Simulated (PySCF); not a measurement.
Molecule: `CNB(C)NC`, C$_{3}$H$_{11}$BN$_{2}$.

Bonds (- single, = double, # triple, : aromatic): C1-N2, N2-B3, B3-C4, B3-N5, N5-C6. C1 carries H7, H8, H9; N2 carries H10; C4 carries H11, H12, H13; N5 carries H14; C6 carries H15, H16, H17.

Frames of a GFN2-xTB Langevin trajectory at 300 K; GIAO PBE0/pcSseg-1 shieldings in PySCF 2.14.0 with density-fitted response routines, gas phase, non-relativistic; equivalent atoms averaged within each frame.

δ = σ(ref) − σ, references computed at the same level: $^{13}$C (σ = 186.93 ppm) and $^{1}$H (σ = 31.72 ppm) vs TMS; $^{15}$N (σ = 267.73 ppm) against NH3; $^{11}$B (σ = 100.07 ppm) against BF3·OEt2. The references are static minima.

**Question.** How do the shifts (ppm) fluctuate along the trajectory?

**Answer.** 
| time (fs) | C1/C6 | C4 | N2/N5 | B3 | H7/H8/H9/H15/H16/H17 | H10/H14 | H11/H12/H13 |
| --- | --- | --- | --- | --- | --- | --- | --- |
| optimised geometry | 31.5 | 0.5 | 72.0 | 25.2 | 2.81 | 1.91 | 0.04 |
| 250 | 32.4 | -0.3 | 72.7 | 29.1 | 3.25 | 2.06 | 0.46 |
| 425 | 31.8 | 1.6 | 69.9 | 26.8 | 3.00 | 1.78 | 0.21 |
| 625 | 33.7 | -1.7 | 74.5 | 25.2 | 3.17 | 2.33 | -0.12 |
| 800 | 36.4 | 6.9 | 78.4 | 31.1 | 3.50 | 1.51 | 1.73 |
| 1000 | 29.9 | 2.3 | 65.2 | 23.9 | 2.80 | 1.89 | 0.49 |
| mean of frames | 32.9 | 1.8 | 72.1 | 27.2 | 3.14 | 1.91 | 0.56 |
| standard deviation | 2.4 | 3.3 | 5.0 | 2.9 | 0.27 | 0.31 | 0.70 |

5 frames give an uncertainty of the mean of about the standard deviation over 2.2 at best, since frames this close in time may not be independent; classical motion lacks zero-point vibration, and the reference would need the same averaging.
